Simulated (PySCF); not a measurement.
## Exercise with solution: entropy of an ideal gas

HgBr, SMILES [Hg+][Br], charge +1.

The structure is a stationary point at PBE-D3(BJ)/def2-TZVP. The spin state was assumed, not searched. The def2 effective core potentials stand for the cores of Hg; spin–orbit coupling is left out.

PBE-D3(BJ)/def2-TZVP run with PySCF 2.14.0 gives the harmonic wavenumbers 237 cm⁻¹ and the rotational temperature 0.0738 K. The molar mass is 280.50 g/mol, the symmetry number 1, the spin multiplicity 1.

Work out the entropy at 298.15 K and 1 atm in the rigid-rotor, harmonic-oscillator model.


Translation (Sackur–Tetrode at 1 atm): S = R[1.5 ln M + 2.5 ln T − 1.16487] = 179.0 J/(mol K).
Rotation: q = T/(σ θ) = 4040, S = R[ln q + 1] = 77.4 J/(mol K).
Vibration: with u = 1.4388 ν/T, each mode gives R[u/(e^u − 1) − ln(1 − e^−u)]:
| ν (cm⁻¹) | modes | u | S (J/(mol K)) |
|---|---|---|---|
| 237 | 1 | 1.14 | 7.64 |
These are all the modes. Sum 7.6 J/(mol K).
Spin: R ln 1 = 0.0 J/(mol K).
Total 264.0 J/(mol K); the program's own thermochemistry gives 264.0. Translation makes up 68 % and vibration 3 %. Anharmonicity, hindered rotation and orbital degeneracy are left out.
